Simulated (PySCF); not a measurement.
Compound: C₈H₁₁NSe.
Numbering: `[H]/[N:9]=[CH:8]\[c:7]1[cH:6][cH:5][c:4]([CH:2]([CH3:1])[CH3:3])[se:10]1` (hydrogens: H11, H12, H13 on C1; H14 on C2; H15, H16, H17 on C3; H18 on C5; H19 on C6; H20 on C8; H21 on N9)

Geometry (PBE0-D3(BJ)/def2-SVP, Å), atoms numbered from 1 in this order:
```
atom  x, y, z in Å
C1    -2.3927   -0.2670    1.4763
C2    -1.9376   -0.2085    0.0179
C3    -2.4183    1.0712   -0.6673
C4    -0.4543   -0.3914   -0.1136
C5     0.2111   -1.4046   -0.7537
C6     1.6297   -1.3222   -0.7208
C7     2.1408   -0.2373   -0.0516
C8     3.5510    0.0799    0.1266
N9     4.0939    1.0596    0.7307
Se10   0.7577    0.8261    0.6296
H11   -1.9691    0.5697    2.0554
H12   -2.0722   -1.2025    1.9573
H13   -3.4895   -0.1991    1.5438
H14   -2.3847   -1.0674   -0.5128
H15   -3.5157    1.1467   -0.6231
H16   -2.0011    1.9638   -0.1732
H17   -2.1105    1.0986   -1.7226
H18   -0.3260   -2.2150   -1.2524
H19    2.2819   -2.0623   -1.1908
H20    4.2255   -0.6574   -0.3443
H21    3.3807    1.6822    1.1307
```

Computed at PBE0/pcSseg-1 (PySCF, non-relativistic), with Q(14N) = 0.02044 b: N9, 14N (I = 1): χzz = -4.424 MHz, η = 0.283.

Task: Where would the pure quadrupole (NQR) lines of 14N at N9 fall for the rigid, isolated species?

Result: From ν± = (3/4)|χ|(1 ± η/3) and ν0 = |χ|η/2: ν+ 3.631 MHz, ν− 3.005 MHz, ν0 0.626 MHz (imine nitrogen).

In a crystal, neighbours and librations shift these lines. The calculation is non-relativistic, for selenium too. A larger basis could move these couplings by a tenth or more.

One conformer stands for the species.
